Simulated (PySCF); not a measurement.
Bond curve of NaGa

Set-up: PySCF, scalar-relativistic core potentials, basis sets Na aug-cc-pVDZ, Ga aug-cc-pVDZ-PP with ECP10. Energies in eV from Na + Ga in their ground configurations at the same level. State: ¹Σ⁺ (singlet), closed shell.

All columns are B97-3. A positive dipole means Na(−)Ga(+).

```json
{"R (Å)": "2.691", "E (eV)": "-0.625", "μ (D)": "-1.94", "Mulliken charge on Na (basis-dependent)": "0.05", "HOMO (eV)": "-3.57", "LUMO (eV)": "-1.64", "Mayer bond order": "1.14", "⟨S²⟩": "0.00"}
{"R (Å)": "2.816", "E (eV)": "-0.743", "μ (D)": "-1.89", "Mulliken charge on Na (basis-dependent)": "0.00", "HOMO (eV)": "-3.57", "LUMO (eV)": "-1.60", "Mayer bond order": "1.13", "⟨S²⟩": "0.00"}
{"R (Å)": "2.941", "E (eV)": "-0.810", "μ (D)": "-1.81", "Mulliken charge on Na (basis-dependent)": "-0.03", "HOMO (eV)": "-3.55", "LUMO (eV)": "-1.57", "Mayer bond order": "1.11", "⟨S²⟩": "0.00"}
{"R (Å)": "3.035", "E (eV)": "-0.835", "μ (D)": "-1.74", "Mulliken charge on Na (basis-dependent)": "-0.05", "HOMO (eV)": "-3.54", "LUMO (eV)": "-1.55", "Mayer bond order": "1.09", "⟨S²⟩": "0.00"}
{"R (Å)": "3.129", "E (eV)": "-0.843", "μ (D)": "-1.66", "Mulliken charge on Na (basis-dependent)": "-0.05", "HOMO (eV)": "-3.52", "LUMO (eV)": "-1.54", "Mayer bond order": "1.07", "⟨S²⟩": "0.00"}
{"R (Å)": "3.223", "E (eV)": "-0.837", "μ (D)": "-1.58", "Mulliken charge on Na (basis-dependent)": "-0.05", "HOMO (eV)": "-3.51", "LUMO (eV)": "-1.53", "Mayer bond order": "1.06", "⟨S²⟩": "0.00"}
{"R (Å)": "3.348", "E (eV)": "-0.812", "μ (D)": "-1.47", "Mulliken charge on Na (basis-dependent)": "-0.04", "HOMO (eV)": "-3.48", "LUMO (eV)": "-1.53", "Mayer bond order": "1.04", "⟨S²⟩": "0.00"}
{"R (Å)": "3.505", "E (eV)": "-0.761", "μ (D)": "-1.33", "Mulliken charge on Na (basis-dependent)": "-0.03", "HOMO (eV)": "-3.45", "LUMO (eV)": "-1.53", "Mayer bond order": "1.02", "⟨S²⟩": "0.00"}
{"R (Å)": "3.692", "E (eV)": "-0.680", "μ (D)": "-1.16", "Mulliken charge on Na (basis-dependent)": "-0.03", "HOMO (eV)": "-3.40", "LUMO (eV)": "-1.54", "Mayer bond order": "1.01", "⟨S²⟩": "0.00"}
{"R (Å)": "3.942", "E (eV)": "-0.554", "μ (D)": "-0.94", "Mulliken charge on Na (basis-dependent)": "-0.03", "HOMO (eV)": "-3.35", "LUMO (eV)": "-1.57", "Mayer bond order": "1.01", "⟨S²⟩": "0.00"}
```

A fit through these points gives, at Re = 3.131 Å, μ = -1.66 D and dμ/dR = 0.829 D/Å; the reduced mass is 17.24 u.

Problem. How strong is the fundamental in the double-harmonic approximation, I = 42.26·(dμ/dR)²/μred km/mol?

Solution. I = 42.26·(0.829)²/17.24 = 1.68 km/mol at B97-3.

Closed-shell solutions of metal pairs were not tested for spin polarisation, which can lower them a little.
